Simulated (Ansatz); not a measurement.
The cluster K₄H₃⁺, relaxed as a singlet with RKS r2SCAN-D4/def2-SVP in Ansatz, starting from the GFN1-xTB geometry. Force threshold 0.02 eV/Å.

The structure comes from a short search, and lower isomers may exist.

Start:

Cartesian coordinates in Å:
```
K 2.535 0.552 0.556
K -0.431 -0.200 -2.620
K -1.666 1.703 1.172
K -0.345 -1.608 0.690
H -1.973 -0.027 -0.630
H 0.440 0.567 1.953
H 1.439 -0.987 -1.120
```

Task: Estimate the energy that the relaxation releases and the steps that it takes.

Result: 2.3 kcal/mol, in 4 steps; 10 s on 4 threads of Arm Neoverse V2 on a shared host. No frequencies were taken in this run, so the end may be a saddle point.

Task: Does the start keep its bonding and symmetry?

Result: By distances, no bond broke or formed. The bond that changes most is K4–H7, from 2.62 to 2.67 Å (atoms count from 1). Point group C3v at the start, C3v at the end, both within 0.05 Å.

Task: Predict the relaxed structure.

Result: 
```xyz
7

K     2.666    0.522    0.610
K    -0.466   -0.257   -2.733
K    -1.770    1.747    1.252
K    -0.363   -1.701    0.736
H    -1.899    0.008   -0.625
H     0.431    0.586    1.863
H     1.401   -0.905   -1.103
```
Bond lengths (bridged metal pairs left out): 9 × H–K 2.56 to 2.67 Å.
